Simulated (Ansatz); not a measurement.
Species: BHCl, charge 0, doublet. BHCl (SMILES [BH]Cl, doublet).
B3LYP-D3(BJ)/def2-TZVP minimum from Ansatz (a first-principles code):
```
B
H 1 1.1892
Cl 1 1.7169 2 123.67
```
Charge 0, spin multiplicity 2.

Property: atomisation energy (electronic, to ground-state atoms), in kcal/mol. Radicals and triplets start from unrestricted determinants; spin-orbit coupling is neglected. CBS(X,Y): correlation extrapolated as X^-3, Hartree-Fock from the larger set (Q,5: extrapolated as (X+1)exp(-9√X)). A bracket is a step between two methods taken in the basis named. The functionals are non-relativistic, so their misses hold any scalar relativity. Double hybrids freeze cores in their MP2 part. '+ core + X2C': CCSD(T) terms for core correlation (cc-pwCVTZ, 1s frozen past Ne) and scalar relativity (cc-pVTZ-DK). Where a partner has so few electrons that a lower coupled-cluster level is exact, that level stands in.

CCSD(T)/CBS(cc-pV(Q+d)Z,cc-pV(5+d)Z) + [CCSDT(Q) - CCSD(T)]/cc-pV(Q+d)Z + [CCSDTQ - CCSDT(Q)]/cc-pV(D+d)Z + core + X2C (Ansatz) gives 189.3 kcal/mol.

### Question
What does PBE/def2-TZVPD (Ansatz) give here, and how do the other levels compare?

### Answer
PBE gives 196.9 kcal/mol, 7.6 kcal/mol above it. Differences of the others: B3LYP/def2-TZVPD (Ansatz) 0.7; PBE0/def2-TZVPD (Ansatz) 4.9; B2PLYP/def2-TZVPD (Ansatz) -0.2; CCSD(T)/CBS(cc-pV(Q+d)Z,cc-pV(5+d)Z) + core + X2C (Ansatz) -0.1 kcal/mol. Nearer than PBE: B3LYP/def2-TZVPD, PBE0/def2-TZVPD, B2PLYP/def2-TZVPD, CCSD(T)/CBS(cc-pV(Q+d)Z,cc-pV(5+d)Z) + core + X2C.
